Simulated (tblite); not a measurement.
C₇H₉BCl₂.
SMILES with atom numbers: `[CH3:1][C:2]1=[CH:3][C@@:4]1([B:5]([Cl:6])[Cl:7])[CH:8]1[CH2:9][CH2:10]1` (hydrogens: H11, H12, H13 on C1; H14 on C3; H15 on C8; H16, H17 on C9; H18, H19 on C10)

Computed with GFN2-xTB (tblite), gas phase: L-BFGS steps from a force-field or distance-geometry start until the largest atomic force falls under 0.01 eV/Å.

Step 9: E = -812.5123 eV
```
atom  x, y, z in Å  |  force x, y, z in eV/Å
C1      2.0641   -1.5189   -0.0279   -0.010   0.028   0.063
C2      1.3468   -0.2552    0.1789   -0.141   0.057   0.032
C3      1.3078    1.0315    0.0324   -0.177   0.012   0.031
C4      0.0774    0.4215    0.7035    0.130   0.069   0.016
B5     -0.2973    0.8068    2.1789    0.152  -0.058   0.250
Cl6    -1.4350   -0.1060    3.1122    0.111   0.019  -0.042
Cl7     0.2275    2.3143    2.8375    0.099  -0.105   0.037
C8     -1.2234    0.3110   -0.0736    0.085   0.039   0.027
C9     -1.3278    0.7704   -1.4899    0.041  -0.109  -0.143
C10    -1.4679   -0.6886   -1.1550    0.007   0.076  -0.141
H11     1.3866   -2.3626   -0.1532   -0.005   0.079  -0.011
H12     2.7063   -1.4194   -0.9082   -0.096  -0.085   0.138
H13     2.6940   -1.7186    0.8413   -0.008  -0.025  -0.032
H14     1.7610    1.9532   -0.2246   -0.046   0.078  -0.101
H15    -2.0777    0.5357    0.5457   -0.170   0.011   0.031
H16    -0.4208    1.0923   -1.9797   -0.005  -0.026  -0.011
H17    -2.2069    1.3223   -1.7802   -0.011   0.013  -0.070
H18    -0.6713   -1.3568   -1.4380    0.041   0.016  -0.020
H19    -2.4531   -1.1236   -1.2076    0.004  -0.089  -0.054
```

Step 10: E = -812.5223 eV
```
atom  x, y, z in Å  |  force x, y, z in eV/Å
C1      2.0623   -1.5179   -0.0225   -0.022   0.025   0.050
C2      1.3490   -0.2515    0.1807   -0.244   0.142   0.059
C3      1.3039    1.0347    0.0257   -0.222  -0.056   0.081
C4      0.0722    0.4287    0.6976    0.143   0.010   0.070
B5     -0.2973    0.8063    2.1828    0.209  -0.054   0.126
Cl6    -1.4236   -0.1063    3.1246    0.079  -0.018  -0.057
Cl7     0.2403    2.3038    2.8538    0.113  -0.086   0.019
C8     -1.2303    0.3124   -0.0812    0.154   0.041   0.137
C9     -1.3295    0.7668   -1.5004    0.046  -0.017  -0.061
C10    -1.4687   -0.6890   -1.1642    0.019   0.034  -0.039
H11     1.3800   -2.3571   -0.1488   -0.015   0.064  -0.007
H12     2.7028   -1.4223   -0.9033   -0.071  -0.079   0.107
H13     2.6936   -1.7255    0.8434   -0.017   0.001  -0.013
H14     1.7492    1.9588   -0.2322   -0.010   0.102  -0.118
H15    -2.0801    0.5358    0.5502   -0.125  -0.009  -0.095
H16    -0.4167    1.0877   -1.9810   -0.030  -0.020  -0.023
H17    -2.2038    1.3279   -1.7859   -0.026  -0.011  -0.113
H18    -0.6628   -1.3515   -1.4357    0.005   0.006  -0.039
H19    -2.4505   -1.1325   -1.2113    0.015  -0.076  -0.084
```

Step 11: E = -812.5317 eV
```
atom  x, y, z in Å  |  force x, y, z in eV/Å
C1      2.0594   -1.5158   -0.0159   -0.055   0.037   0.036
C2      1.3474   -0.2468    0.1831   -0.237   0.160   0.056
C3      1.2971    1.0390    0.0205   -0.177  -0.052   0.087
C4      0.0681    0.4361    0.6946    0.075  -0.047   0.128
B5     -0.2914    0.8037    2.1903    0.212  -0.037  -0.007
Cl6    -1.4119   -0.1072    3.1346    0.048  -0.059  -0.052
Cl7     0.2546    2.2932    2.8692    0.137  -0.060   0.017
C8     -1.2355    0.3149   -0.0863    0.152   0.010   0.117
C9     -1.3306    0.7633   -1.5116    0.035   0.048   0.094
C10    -1.4689   -0.6893   -1.1735    0.035   0.030   0.106
H11     1.3736   -2.3509   -0.1454   -0.037   0.039   0.009
H12     2.6981   -1.4267   -0.8966   -0.034  -0.049   0.055
H13     2.6932   -1.7319    0.8454   -0.036   0.032   0.019
H14     1.7376    1.9651   -0.2415   -0.009   0.073  -0.115
H15    -2.0846    0.5357    0.5526   -0.061  -0.024  -0.206
H16    -0.4128    1.0833   -1.9830   -0.039  -0.011  -0.042
H17    -2.2011    1.3324   -1.7930   -0.027  -0.037  -0.144
H18    -0.6548   -1.3465   -1.4347   -0.021  -0.005  -0.055
H19    -2.4475   -1.1421   -1.2162    0.041  -0.049  -0.104
```

Q: Estimate the geometry and energy of step 12. (The exact step hangs on the optimiser's Hessian estimate; all steps are aligned on step 11, rigid shifts and turns removed.)

A: E = -812.5418 eV, largest force 0.283 eV/Å
```
atom  x, y, z in Å  |  force x, y, z in eV/Å
C1      2.0548   -1.5124   -0.0082   -0.091   0.052   0.019
C2      1.3421   -0.2407    0.1863   -0.129   0.112   0.025
C3      1.2874    1.0446    0.0166   -0.069  -0.003   0.060
C4      0.0642    0.4431    0.6946   -0.039  -0.084   0.156
B5     -0.2803    0.7996    2.1992    0.156  -0.015  -0.098
Cl6    -1.3990   -0.1093    3.1433    0.028  -0.094  -0.042
Cl7     0.2721    2.2815    2.8851    0.168  -0.033   0.021
C8     -1.2387    0.3175   -0.0903    0.083  -0.020   0.096
C9     -1.3310    0.7605   -1.5211    0.019   0.127   0.205
C10    -1.4683   -0.6890   -1.1811    0.052  -0.019   0.210
H11     1.3664   -2.3438   -0.1418   -0.065   0.013   0.035
H12     2.6924   -1.4324   -0.8884   -0.003   0.000   0.000
H13     2.6923   -1.7376    0.8478   -0.069   0.071   0.053
H14     1.7252    1.9721   -0.2533   -0.034   0.007  -0.095
H15    -2.0908    0.5351    0.5511    0.008  -0.032  -0.281
H16    -0.4094    1.0787   -1.9863   -0.047  -0.003  -0.053
H17    -2.1987    1.3359   -1.8029   -0.002  -0.076  -0.143
H18    -0.6470   -1.3415   -1.4350   -0.047  -0.003  -0.062
H19    -2.4435   -1.1528   -1.2232    0.082  -0.001  -0.103
```

The energy changes by -0.0101 eV. The first-order estimate −F·Δx gives -0.0135 eV and the mean of the old and new forces, exact on a quadratic surface, -0.0101 eV. The step makes an angle of 67° with the force vector and moves no atom by more than 0.026 Å.

What follows is the cost of the whole relaxation. The run took 4.6 s of wall time on one thread, Intel Xeon at 2.50 GHz (x86_64), no GPU (shared host).
